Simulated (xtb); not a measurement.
Cl4Zr, singlet, from a rough starting geometry (GFN-xTB shapes and energies of metal compounds can be far from the true ones); xtb 6.7.1 with GFN2-xTB.

Input for xtb:
```
$ xtb mol.xyz --gfn 2 --opt vtight --json

# file mol.xyz
5

Zr     0.00058962    -0.00859678     0.02634631
Cl     1.84472566    -0.57449539    -1.28762631
Cl     0.62251052     0.44256464     2.12410202
Cl    -0.95070854     1.78278618    -0.89646622
Cl    -1.48583639    -1.76557222     0.05933462
```

Question: Predict the main parts of the log of this xtb run.

Answer: 
```
   ID    Z sym.   atoms
    1   40 Zr     1
    2   17 Cl     2-5

           -------------------------------------------------
          |                Calculation Setup                |
           -------------------------------------------------

           -------------------------------------------------
          |                 G F N 2 - x T B                 |
           -------------------------------------------------

          ...................................................
          :                      SETUP                      :
          :.................................................:
          :  # basis functions                  50          :
          :  # atomic orbitals                  45          :
          :  # shells                           15          :
          :  # electrons                        32          :
          :  max. iterations                   250          :
          :  Hamiltonian                  GFN2-xTB          :
          :  restarted?                      false          :
          :  GBSA solvation                  false          :
          :  PC potential                    false          :
          :  electronic temp.          300.0000000     K    :
          :  accuracy                    1.0000000          :
          :  -> integral cutoff          0.2500000E+02      :
          :  -> integral neglect         0.1000000E-07      :
          :  -> SCF convergence          0.1000000E-05 Eh   :
          :  -> wf. convergence          0.1000000E-03 e    :
          :  Broyden damping             0.4000000          :
          :  net charge                          0          :
          :  unpaired electrons                  0          :
          ...................................................

 iter      E             dE          RMSdq      gap      omega  full diag
   1    -20.0895734 -0.200896E+02  0.423E+00    2.34       0.0  T
   2    -20.1139525 -0.243791E-01  0.418E+00    3.13       1.0  T
   3    -20.1160630 -0.211056E-02  0.308E+00    3.00       1.0  T
   4    -20.1164636 -0.400595E-03  0.159E-01    2.96       1.0  T
   5    -20.1164645 -0.841212E-06  0.816E-02    2.96       1.0  T
   6    -20.1164670 -0.250728E-05  0.271E-02    2.96       1.7  T
   7    -20.1164674 -0.416503E-06  0.162E-02    2.96       2.8  T
   8    -20.1164675 -0.122525E-06  0.353E-03    2.96      12.7  T
   9    -20.1164675 -0.212976E-07  0.135E-03    2.96      33.1  T
[...]
         :: total energy             -20.076682712974 Eh    ::
 * total energy  :   -20.0766827 Eh     change       -0.4955325E-10 Eh
 * total energy  :   -20.0760259 Eh     change        0.6567853E-03 Eh
 * total energy  :   -20.0788649 Eh     change       -0.2838943E-02 Eh
 * total energy  :   -20.0788726 Eh     change       -0.7778394E-05 Eh
 * total energy  :   -20.0790290 Eh     change       -0.1563371E-03 Eh
 * total energy  :   -20.0790277 Eh     change        0.1324357E-05 Eh
 * total energy  :   -20.0790299 Eh     change       -0.2204455E-05 Eh
 * total energy  :   -20.0790299 Eh     change       -0.4982958E-08 Eh
   *** GEOMETRY OPTIMIZATION CONVERGED AFTER 8 ITERATIONS ***
         :: total energy             -20.079029871703 Eh    ::
[...]
       ...                                ...                  ...
        45                          0.7195305              19.5794
      -------------------------------------------------------------
                  HL-Gap            0.1151430 Eh            3.1332 eV
             Fermi-level           -0.4040452 Eh          -10.9946 eV

     #   Z          covCN         q      C6AA      α(0)
     1  40 Zr       2.940     1.152   100.181    24.084
     2  17 Cl       0.735    -0.288   108.081    15.902
     3  17 Cl       0.735    -0.288   108.079    15.902
     4  17 Cl       0.735    -0.288   108.080    15.902
     5  17 Cl       0.735    -0.288   108.080    15.902

 Mol. C6AA /au·bohr⁶  :       2574.028366
 Mol. C8AA /au·bohr⁸  :     150692.662026
 Mol. α(0) /au        :         87.691795

Wiberg/Mayer (AO) data.
largest (>0.10) Wiberg bond orders for each atom

 ---------------------------------------------------------------------------
     #   Z sym  total        # sym  WBO       # sym  WBO       # sym  WBO
 ---------------------------------------------------------------------------
     1  40 Zr   4.464 --     3 Cl   1.116     4 Cl   1.116     5 Cl   1.116
                             2 Cl   1.116
     2  17 Cl   1.246 --     1 Zr   1.116
     3  17 Cl   1.247 --     1 Zr   1.116
     4  17 Cl   1.246 --     1 Zr   1.116
     5  17 Cl   1.246 --     1 Zr   1.116
 ---------------------------------------------------------------------------

Topologies differ in total number of bonds
Writing topology from bond orders to xtbtopo.mol

molecular dipole:
                 x           y           z       tot (Debye)
 q only:        0.000       0.000       0.000
   full:        0.000       0.000       0.000       0.001
molecular quadrupole (traceless):
                xx          xy          yy          xz          yz          zz
 q only:       -0.002       0.000       0.001       0.001       0.000       0.001
  q+dip:       -0.002      -0.000       0.001       0.001       0.000       0.001
   full:       -0.002      -0.000       0.001       0.001       0.000       0.001

optimized geometry written to: xtbopt.xyz

           -------------------------------------------------
          | TOTAL ENERGY              -20.079029871703 Eh   |
          | GRADIENT NORM               0.000058091635 Eh/α |
          | HOMO-LUMO GAP               3.133200621902 eV   |
           -------------------------------------------------

normal termination of xtb
```
